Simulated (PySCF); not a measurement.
**Static response to an electric field**

C4H4ClNO.
Structure used (GFN2-xTB), in Å, numbered top down from 1:
```
atom  x, y, z in Å
C1    -1.7749    0.0217   -0.0970
C2    -0.2985    0.1473   -0.1011
C3     0.6975   -0.6460    0.3935
C4     1.8772    0.0625    0.0499
Cl5    3.4704   -0.3942    0.3862
N6     1.5965    1.1689   -0.5881
O7     0.2505    1.2259   -0.6841
H8    -2.2186    0.8746    0.4138
H9    -2.0684   -0.8945    0.4054
H10   -2.1509    0.0124   -1.1185
H11    0.6247   -1.5758    0.9140
```

Level: B3LYP/def2-SVPD (PySCF), static field, nuclei fixed, core orbitals frozen in the response. The polarisability tensor in these axes (au):

```
x   96.59 -4.11  4.67
y   -4.11 60.98 -8.01
z    4.67 -8.01 51.89
```

Q: Give the principal values, the mean and the anisotropy Δα = √{½[(α1 − α2)² + (α2 − α3)² + (α1 − α3)²]}.

A: Principal values 47.15, 64.57 and 97.75 au; mean 69.82 au = 10.35 Å³ = 11.51 × 10⁻⁴⁰ C²·m²/J; Δα = 44.53 au (64 % of the mean).

Q: What is the dipole moment, and where does it point?

A: (-2.95, -2.19, 1.10) D, 3.84 D in size, pointing from the negative to the positive side. Measured along this direction, the outermost atoms are Cl5 at the negative end and H9 at the positive end.

Q: Estimate the molar refractivity from the static electronic polarisability.

A: Lorentz–Lorenz: R = (4π/3)N_A α = 2.5225 cm³/(mol·Å³) × 10.35 Å³ = 26.1 cm³/mol, in the limit of long wavelengths.

Q: What are the principal values of the traceless quadrupole moment, Θ = ½Σq(3rr − r²1), about the centre of nuclear charge?

A: -5.09, -2.20, 7.30 D·Å. The values depend on the origin, since the dipole doesn't vanish. The electronic extent ⟨r²⟩ about the same centre is 971 bohr², a root-mean-square distance of 2.13 Å for the 60 electrons.

Q: Along which axes do the principal values lie, and how far do the nuclei extend along each?

A: Largest value along (0.98, -0.14, 0.12), where the nuclei span 5.77 Å; middle along (0.18, 0.86, -0.48), 3.25 Å; least along (-0.04, 0.49, 0.87), 1.76 Å. The response follows the extents in order.

Q: Find the Langevin capture rate constant for NH4+ (18.034 u) meeting this molecule (116.998 u), k = 2.342 × 10⁻⁹ cm³/s × √(α in Å³ / reduced mass in u).

A: The reduced mass is 15.63 u, so k = 1.91 × 10⁻⁹ cm³/s. The formula leaves out the permanent dipole, which adds to the capture rate.

Geometry: GFN2-xTB; no solvent, vibrations or thermal averaging.
